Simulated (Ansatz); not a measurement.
Two shapes of singlet BF₃.

Shape 1:

```xyz
4

B     0.0000    0.0000    0.0000
F     1.3104    0.0000    0.0000
F    -0.6552    1.1348    0.0000
F    -0.6552   -1.1348    0.0000
```

Shape 2:

```xyz
4

B     0.0000    0.0000    0.0000
F     1.4152    0.0000    0.0000
F    -0.7076    1.2256    0.0000
F    -0.7076   -1.2256    0.0000
```

Basis set: def2-TZVP (spherical functions). Frozen core: 4 orbitals. Charge 0, multiplicity 1.

Computed with Ansatz (development build ahead of 0.2.0); each method stands on the lowest determinant of its kind that the runs found.

Task: Which shape is lower in energy, and by how much in each method?

Result:

```
 method  E(2) − E(1) (eV)
    RHF             1.054
RHF-MP2             0.670
```

Shape 1 is lower.
